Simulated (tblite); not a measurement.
Species: C₄H₄F₃O (doublet state).
Z-matrix (Å and degrees, GFN2-xTB geometry), rows numbered from 1:
```
F 
C   1  1.3385
C   2  1.3382  1  122.61
O   3  1.3462  2  121.99  1    -0.20
C   4  1.3350  3  122.41  2   176.16
F   5  1.3589  4  115.89  3    17.01
C   5  1.4820  4  118.73  3   164.86
F   7  1.3858  5  111.37  4   109.92
H   2  1.0763  1  113.53  3  -179.68
H   3  1.0811  2  119.60  1  -179.37
H   7  1.0960  5  111.19  4  -132.52
H   7  1.0950  5  110.67  4    -7.49
```

Level: GFN2-xTB in tblite, geometry and Hessian alike; calculated harmonic values, unscaled, isolated species. Errors from tens to a few hundred cm⁻¹ against measured bands are possible. One conformer, not necessarily the lowest. Open shells enter through the occupations alone, without spin polarisation, and single modes of such species can be off by tens of per cent.

Harmonic wavenumbers (cm⁻¹): 44.4, 64.8, 101.8, 125.1, 226.0, 243.8, 326.9, 390.0, 424.6, 554.4, 687.2, 709.1, 825.6, 861.0, 910.0, 953.0, 1031.9, 1103.2, 1174.7, 1221.5, 1234.4, 1285.5, 1298.1, 1331.1, 1379.3, 1643.9, 2927.4, 2948.5, 3079.3, 3123.4.

A = 4098, B = 939.1, C = 790.1 MHz; mass 125.021 u (most abundant isotopes); point group C1, symmetry number 1; spin multiplicity 2.

**Question.** What is the zero-point energy?

**Answer.** Half the sum of the wavenumbers: 16115 cm⁻¹ = 46.08 kcal/mol.

**Question.** What is S at 350 K and 1 bar for an ideal gas of classical rigid rotors and harmonic oscillators?

**Answer.** Translation 41.21, rotation 29.53, vibration 28.64, spin (R ln 2) 1.38: S = 100.7 cal/(mol K).

**Question.** And Cp and H(350 K) − H(0)?

**Answer.** Cp = 33.83 cal/(mol K), of which vibrations give 25.88 (their classical limit is 30 R = 59.6); H(350 K) − H(0) = 7.73 kcal/mol without the zero-point energy, 4.94 from vibrations.

**Question.** Which modes carry the vibrational entropy at 350 K?

**Answer.** 44.4 cm⁻¹: 5.37; 64.8 cm⁻¹: 4.62; 101.8 cm⁻¹: 3.73; 125.1 cm⁻¹: 3.33; 226.0 cm⁻¹: 2.20; 243.8 cm⁻¹: 2.06 cal/(mol K); the other 24 give 7.32 together.

**Question.** How do the functions run with temperature in this model?

**Answer.** 
```
 T (K)  S (cal/(mol K))  Cp (cal/(mol K))  H − H(0) (kcal/mol)  G − H(0) (kcal/mol)  ln q(vib)
   150             78.3              20.9                 2.24                -9.50       2.98
   250             90.5              27.4                 4.66               -17.96       5.22
298.15             95.6              30.6                 6.05               -22.45       6.24
   400            105.5              36.7                 9.49               -32.69       8.31
   600            122.2              45.7                17.81               -55.51      12.11
   900            142.4              53.5                32.82               -95.32      17.23
```

q(vib) and H(0) count from the zero-point level.

**Question.** What must be added to the electronic energy to get the Gibbs energy at 350 K and 1 bar?

**Answer.** ZPE + [H(350 K) − H(0)] − T·S = 46.08 + 7.73 − 35.26 = 18.55 kcal/mol.

Hindered rotation and anharmonicity are outside this model. Other conformers, if any are populated, would add a mixing term that is left out. The structure is chiral; the term R ln 2 for an equal mix with its mirror image is left out.
